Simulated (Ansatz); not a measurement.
`[OH][Nb]([OH])([OH])([OH])[Cl]`: the same geometry under several functionals.

```yaml
crystal:
  periodic: [false, false, false]
  atoms:
    - {symbol: O, position_ang: [-1.556127, -0.896031, -0.542798]}
    - {symbol: Nb, position_ang: [0.020319, -0.035487, 0.038823]}
    - {symbol: O, position_ang: [1.114305, -1.558326, -0.127094]}
    - {symbol: O, position_ang: [-0.571131, 0.222220, 1.807130]}
    - {symbol: O, position_ang: [1.452944, 1.188128, 0.159248]}
    - {symbol: Cl, position_ang: [-0.557619, 1.418804, -1.801348]}
    - {symbol: H, position_ang: [-2.158224, -0.702374, -1.263216]}
    - {symbol: H, position_ang: [2.070312, -1.511158, -0.039921]}
    - {symbol: H, position_ang: [-1.399742, -0.145484, 2.126457]}
    - {symbol: H, position_ang: [1.668163, 1.968510, -0.354280]}
basis:
  gaussian: {orbitals: def2-TZVPP}
hamiltonian: {xc: {name: r2SCANh}, dispersion: d4}
output: {orbitals: {seedname: orbitals}}
```

```sh
$ ansatz run in.yaml --threads 4 --pin off --events-out ev --progress --plain --max-ram 11315MiB
```

Shortened log:

```
Functional definition: r2SCANh
1463 factors; their error is unknown
mean field evaluation 1: about -22312.4617 eV, gradient 1.1e2 eV
mean field evaluation 2: about -22144.9660 eV, gradient 3.2e2 eV
mean field evaluation 4: about -22331.9834 eV, gradient 2.4e1 eV
mean field evaluation 8: about -22333.3128 eV, gradient 1.7e-1 eV
mean field evaluation 16: about -22333.3384 eV, gradient 3.1e-4 eV
mean field -22333.33838577 eV, -820.7350475968 hartree, gradient 3.3e-5 eV, S^2 0.000000; 0 other end points of the search recorded, 0 dependent functions left out
reference -22333.33840993 eV, -820.7350484843 hartree; 33, 33 occupied and 245, 245 virtual orbitals, 1463 factors
Total energy: -22333.40321821 eV, -820.7374301447 hartree
```

It took 8 s on 4 threads of an Arm Neoverse V2 on a shared host, with 0.84 GiB of host memory at the peak.

With the line `hamiltonian: {xc: {name: B3LYP}, dispersion: d4}` and forces (abridged; 7.5 s):

```
Functional definition: B3LYP
mean field evaluation 16: about -22339.1214 eV, gradient 4.5e-3 eV
mean field -22339.12141369 eV, -820.9475699527 hartree, gradient 2.4e-5 eV, S^2 0.000000
Total energy: -22339.50886091 eV, -820.9618083754 hartree
Atom 0 force    -0.285293    -0.192368    -0.081697 eV/Å
Atom 1 force    -0.024278     0.061322    -0.078114 eV/Å
Atom 2 force     0.211850    -0.299154    -0.037874 eV/Å
Atom 3 force    -0.115472     0.056424     0.345670 eV/Å
Atom 4 force     0.278123     0.210094     0.059407 eV/Å
Atom 5 force    -0.073034     0.184044    -0.233020 eV/Å
Atom 6 force    -0.029731    -0.013935    -0.014438 eV/Å
Atom 7 force     0.036175    -0.031414    -0.001272 eV/Å
Atom 8 force    -0.023368    -0.000666     0.041701 eV/Å
Atom 9 force     0.025029     0.025651    -0.000363 eV/Å
Dipole moment:     0.061323    -0.154689     0.195669 e Å
```

The same input with `hamiltonian: {xc: {name: revPBE}, dispersion: d4}` (abridged; 2.9 s):

```
Functional definition: revPBE
mean field evaluation 16: about -22334.6175 eV, gradient 8.3e-3 eV
mean field -22334.61750968 eV, -820.7820545332 hartree, gradient 4.1e-5 eV, S^2 0.000000
Total energy: -22335.26814086 eV, -820.8059647880 hartree
```

With the line `hamiltonian: {xc: {name: B97M-V}}` (abridged; 13 s):

```
Functional definition: B97M-V
mean field evaluation 16: about -22332.7895 eV, gradient 2.5e-3 eV
mean field -22332.78948683 eV, -820.7148759326 hartree, gradient 2.1e-5 eV, S^2 0.000000
Total energy: -22332.78960411 eV, -820.7148802425 hartree
```

Changing it to `hamiltonian: {xc: {name: B2PLYP}}` (abridged; 9 s):

```
Functional definition: B2PLYP
mean field evaluation 16: about -22312.4777 eV, gradient 3.4e-4 eV
mean field -22312.47771411 eV, -819.9684320529 hartree, gradient 9.7e-6 eV, S^2 0.000000
9 core orbitals not correlated: weight in the atoms' cores, before any rotation towards them, 1.000 or more for the frozen orbitals, at most 0.000 for the correlated occupied ones
second order -54.51029981 eV of doubles, -0.00000000 eV of singles
Total energy: -22327.19569909 eV, -820.5093080246 hartree
```

Changing it to `hamiltonian: {xc: {name: PBE-QIDH}}` (abridged; 9 s):

```
Functional definition: PBE-QIDH
mean field evaluation 16: about -22303.0839 eV, gradient 8.3e-4 eV
mean field -22303.08387066 eV, -819.6232146735 hartree, gradient 6.5e-6 eV, S^2 0.000000
9 core orbitals not correlated: weight in the atoms' cores, before any rotation towards them, 1.000 or more for the frozen orbitals, at most 0.000 for the correlated occupied ones
second order -50.37600348 eV of doubles, -0.00000000 eV of singles
Total energy: -22319.87589255 eV, -820.2403100958 hartree
```

B3LYP takes the VWN-RPA correlation (the form of Gaussian; ORCA's B3LYP/G).
